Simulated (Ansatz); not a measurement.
Calculated with Ansatz (gas phase, PBE0-D4/def2-TZVP geometries, no zero-point term in ΔE). CCSD(T)/CBS is the MP2 limit (def2-TZVPP, def2-QZVPP) plus CCSD(T) − MP2 in def2-TZVPP, frozen cores. This one scheme is used for every species, atoms too. Functionals use def2-TZVPP. No spin–orbit coupling; open shells (•) take unrestricted orbitals. Bonds to Br are less sure, by a few kJ/mol each and by 10 to 20 or more in all where they break to atoms, as the def2 sets lack core-valence functions. Scalar relativity is left out up to krypton.

Reaction (hydrogen abstraction from a B–H bond): `BBr` + H• → `[BH]Br`• + H₂

`BBr`:

Z-matrix (Å, degrees):
```
B
Br 1 1.891
H 1 1.188 2 117.8
H 1 1.188 2 117.8 3 180.0
```

`[BH]Br`•:

Z-matrix (Å, degrees):
```
B
Br 1 1.868
H 1 1.193 2 123.6
```

H₂:

Cartesian coordinates in Å:
```
H 0.151 -0.336 -0.060
H -0.151 0.336 0.060
```

```
  species  LC-ωPBE energy (Eh)
    `BBr`          -2599.84529
       H•             -0.50601
`[BH]Br`•          -2599.17089
       H₂             -1.17817
```

Work out ΔE.

ΔE = (-2599.17089) + (-1.17817) − (-2599.84529) − (-0.50601) = 0.00224 Eh = +5.9 kJ/mol. CCSD(T)/CBS gives +0.4 kJ/mol.

Largest T1 diagnostic among the species: 0.013.

At CCSD(T), def2-SVP lies +8.8 kJ/mol from the extrapolated value and def2-TZVPP +0.3 kJ/mol. From PBE to PBE0 (25 % exact exchange), in def2-TZVPP and without D4, ΔE moves by +4.6 kJ/mol.
